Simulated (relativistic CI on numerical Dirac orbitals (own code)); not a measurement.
**The 5d ions of charge 6+**

Method of calculation: Dirac-Coulomb-Breit CI, KLI orbitals optimised for each configuration, model QED (radiative potential, 1s self-energy scaled to tabulated hydrogen-like ionisation energies), valence Slater integrals scaled by 0.85 (own radial code, finite nucleus).

Each species is treated in one configuration, given outside its closed core, with all valence electrons in the open shell. Radial values are for the open shell of highest l, unscaled and averaged over j; ζ includes the Breit term. Labels give the leading LS character, summed over repeated terms.

```csv
Ion,Configuration,Its lowest level,LS weight (%),ζ (cm⁻¹),F² (cm⁻¹),F⁴ (cm⁻¹),⟨r⟩ (bohr),⟨r²⟩ (bohr²)
Re6+,5d,²D3/2,100,4125,,,1.478,2.473
Os6+,5d²,³F2,89,4693,74050,49960,1.431,2.318
Ir6+,5d³,⁴F3/2,81,5306,76370,51530,1.386,2.175
Pt6+,5d⁴,⁵D0,58,5964,78710,53120,1.343,2.044
Au6+,5d⁵,?,?,?,?,?,?,?
Hg6+,5d⁶,⁵D4,71,7423,83380,56290,1.265,1.815
```

(1) Fill in the row of Au6+.

Results:

(1) Its lowest level ⁶S5/2; LS weight (%) 76; ζ (cm⁻¹) 6669; F² (cm⁻¹) 81040; F⁴ (cm⁻¹) 54710; ⟨r⟩ (bohr) 1.303; ⟨r²⟩ (bohr²) 1.925.
